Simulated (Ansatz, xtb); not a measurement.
## BH4N2Si+: which of two structures lies lower

Structure X: a singlet given by its coordinates. Structure Y: a singlet given by its coordinates. Both are isolated ions in the gas phase, relaxed with PBE0-D3(BJ)/def2-SVP.

X (Å):

```xyz
8

B    -0.4146   -0.9840    1.2320
N    -1.4285   -0.8602    0.0295
N    -0.1248   -2.2360    1.6878
Si    0.3584   -3.5979    2.3804
H    -2.2358   -0.2794    0.2918
H    -0.9895   -0.3830   -0.7689
H    -1.7749   -1.7722   -0.2887
H    -0.0097    0.0828    1.6099
```

Close contacts (Å): B1–N2 1.58, B1–N3 1.36, N3–Si4 1.60, B1–H8 1.20, N2–H5 1.03, N2–H6 1.03, N2–H7 1.03.

Y (Å):

```xyz
8

B    -0.5175   -1.6727    1.3834
N    -1.0397   -1.0152    0.3914
N     0.0243   -2.3548    2.4128
Si   -1.6885   -0.1988   -0.8411
H    -2.6823   -0.8514   -1.7160
H    -1.2871    1.1995   -1.0917
H    -0.2200   -3.3190    2.6242
H     0.7115   -1.9477    3.0423
```

Close contacts (Å): B1–N2 1.30, B1–N3 1.35, N2–Si4 1.61, N3–H7 1.02, N3–H8 1.02, Si4–H5 1.48, Si4–H6 1.48.

Task: Estimate E(Y) − E(X) at the level CCSD(T)/def2-TZVP.

Result: Calculated at CCSD(T)/def2-TZVP: E(Y) − E(X) = +30.7 kJ/mol, so structure X lies lower.

How the difference moves with the method:

| level | geometry | E(Y) − E(X) (kJ/mol) | departure from the last row (kJ/mol) | job, with rough time for the two |
| --- | --- | --- | --- | --- |
| GFN2-xTB | GFN2-xTB | −90.9 | −121.6 | optimisation, 0.17 s |
| HF/STO-3G | GFN2-xTB | +70.4 | +39.7 | single point, 0.12 s |
| r2SCAN-D4/def2-SVP | GFN2-xTB | +7.0 | −23.8 | single point, 0.84 s |
| PBE0-D3(BJ)/def2-SVP | PBE0-D3(BJ)/def2-SVP | +19.8 | −10.9 | optimisation, 8 s |
| HF/def2-TZVP | PBE0-D3(BJ)/def2-SVP | −6.0 | −36.8 | part of the CCSD(T) run |
| MP2/def2-TZVP | PBE0-D3(BJ)/def2-SVP | +23.8 | −6.9 | part of the CCSD(T) run |
| CCSD(T)/def2-TZVP | PBE0-D3(BJ)/def2-SVP | +30.7 |  | single point, 12 s |

GFN2-xTB, HF/def2-TZVP put the two in the other order. The largest departure from CCSD(T)/def2-TZVP is that of GFN2-xTB, 121.6 kJ/mol.

With harmonic frequencies from PBE0-D3(BJ)/def2-SVP (ideal gas, rigid rotor, one conformer each, 400 K, 1 atm): on the last row, ΔE + ΔZPE = +13.1, ΔH = +15.2, ΔG = +16.6 kJ/mol.

The correlated steps freeze 8 core orbitals. Programs: Ansatz 0.2.0, xtb 6.7.1; the last row on 2 threads of AMD EPYC 9R45 96-Core Processor (Zen 5) on a shared host.
